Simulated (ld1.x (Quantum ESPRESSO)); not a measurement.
# I (Z = 53): TM pseudisation with LDA (PZ), scalar-relativistic reference atom.

iodine, norm-conserving Troullier–Martins (Kleinman–Bylander form), made with ld1.x (Quantum ESPRESSO) 7.5 (LDA (PZ), scalar-relativistic). Core [Kr], reference 4d10 5s2 5p5. Waves: 5p (bound): rc 2.05 bohr; 4d (bound): rc 1.20 bohr; 5s (bound): rc 1.50 bohr. Local part: the s channel. Core correction: a·sin(br)/r model core inside 1.10 bohr.

All-electron outer shells of the reference configuration (LDA (PZ), scalar-relativistic, ld1.x):

| shell | level (eV) | outermost node (bohr) | outermost maximum (bohr) |
| --- | --- | --- | --- |
| 4s | -180.16 | 0.37 | 0.68 |
| 4p | -127.33 | 0.37 | 0.72 |
| 4d | -50.33 | 0.35 | 0.78 |
| 5s | -17.65 | 0.88 | 1.70 |
| 5p | -7.25 | 0.96 | 2.02 |

Results:

```json
{
  "Cutoffs needed": "120 Ry and 200 Ry (the cutoffs (Ry, on a coarse ladder) from which the occupation-weighted sum of valence levels, in a spherical-Bessel basis at the reference potential, stays within 10 and 1 mRy of its value at 400 Ry)",
  "Ghost test": "no extra level below or beside the all-electron valence levels (p, d, s, f tested) (spherical-Bessel basis up to 400 Ry, 20 bohr box)",
  "Largest excitation error": "-497 meV (all-electron minus pseudo) for 4d9 5s2 5p6, out of 7 test configurations"
}
```

Generation and tests took about 2.1 s on one core of a shared server CPU.
